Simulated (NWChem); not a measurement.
System: GeSiN2H6; SMILES [NH]1[SiH2][NH][GeH2]1

```xyz
10

N     -1.2172    -0.4203     0.0759
Si    -0.0008    -1.6680    -0.0106
N      1.2173    -0.4213     0.0656
Ge     0.0003     0.9899    -0.0014
H     -2.2126    -0.4157    -0.0806
H     -0.0086    -2.4928    -1.2588
H      0.0057    -2.6399     1.1217
H      2.2120    -0.4174    -0.0951
H      0.0078     1.9405     1.2266
H     -0.0067     1.8351    -1.3084
```
Atoms are numbered in this order, from 1.

This is a stationary point of B3LYP/6-31G* (spherical d) (NWChem), point group Cs. 

Q: Is it a minimum? If not, what does it relax to?

A: No. It has an imaginary frequency of 295i cm⁻¹. Following that mode (on a finer grid) lowers the energy by 1.0 kcal/mol and ends, with real frequencies alone, at point group C2:
```xyz
10

N     -1.2442    -0.4239    -0.1054
Si    -0.0063    -1.6627    -0.0402
N      1.2317    -0.4249     0.0394
Ge    -0.0062     0.9792    -0.0248
H     -2.1436    -0.4251     0.3576
H      0.1087    -2.5508    -1.2355
H     -0.1213    -2.5647     1.1447
H      2.1311    -0.4207    -0.4237
H     -0.0910     1.8660     1.2492
H      0.0787     1.8807    -1.2885
```
